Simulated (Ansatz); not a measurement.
`C[CH2][Al]([OH])[SH]`, relaxed with RKS PBE-D4/def2-SVP in Ansatz from a rough embedded geometry. The force threshold is 0.03 eV/Å; the program also tests the step.

The species carries charge 0 and has multiplicity 1.

Start:

```xyz
12

C     1.096    0.898   -0.945
C     0.925    0.314    0.408
Al   -0.787   -0.672    0.554
O    -1.251   -1.633    2.145
S    -2.219   -0.780   -1.186
H     2.016    1.517   -1.010
H     0.227    1.647   -1.139
H     1.041    0.156   -1.739
H     1.748   -0.407    0.544
H     0.935    1.084    1.173
H    -0.827   -2.481    1.980
H    -2.903    0.358   -0.785
```

| step | energy (eV) | largest force (eV/Å) | largest move (Å) |
| --- | --- | --- | --- |
| 1 | -21647.2994 | 2.809 | 0.000 |
| 2 | -21647.7116 | 1.332 | 0.120 |
| 3 | -21647.7787 | 2.530 | 0.194 |
| 4 | -21647.8644 | 2.064 | 0.195 |
| 5 | -21647.9834 | 1.005 | 0.200 |
| 6 | -21648.0226 | 1.559 | 0.194 |
| 7 | -21648.1031 | 0.489 | 0.199 |
| 8 | -21648.1399 | 0.229 | 0.200 |
| 9 | -21648.1738 | 0.290 | 0.200 |
| 10 | -21648.2100 | 0.206 | 0.200 |
| 11 | -21648.2273 | 0.517 | 0.200 |
| 12 | -21648.2340 | 0.199 | 0.182 |
| 13 | -21648.2462 | 0.024 | 0.104 |
| 14 (rejected) | -21648.2291 | 0.959 | 0.100 |
| 15 | -21648.2464 | 0.084 | 0.015 |
| 16 | -21648.2467 | 0.080 | 0.023 |
| 17 | -21648.2471 | 0.009 | 0.011 |

End:

```xyz
12

C     1.218    1.068   -0.991
C     1.017    0.284    0.316
Al   -0.719   -0.601    0.519
O    -1.015   -1.546    1.926
S    -2.244   -0.351   -1.066
H     2.215    1.556   -1.037
H     0.459    1.869   -1.116
H     1.137    0.413   -1.883
H     1.800   -0.498    0.436
H     1.146    0.948    1.201
H    -1.831   -2.025    2.135
H    -3.183   -1.116   -0.441
```

Run time 39 s (2 threads of an AMD EPYC 7R13 on a shared host); peak host memory 0.42 GiB.
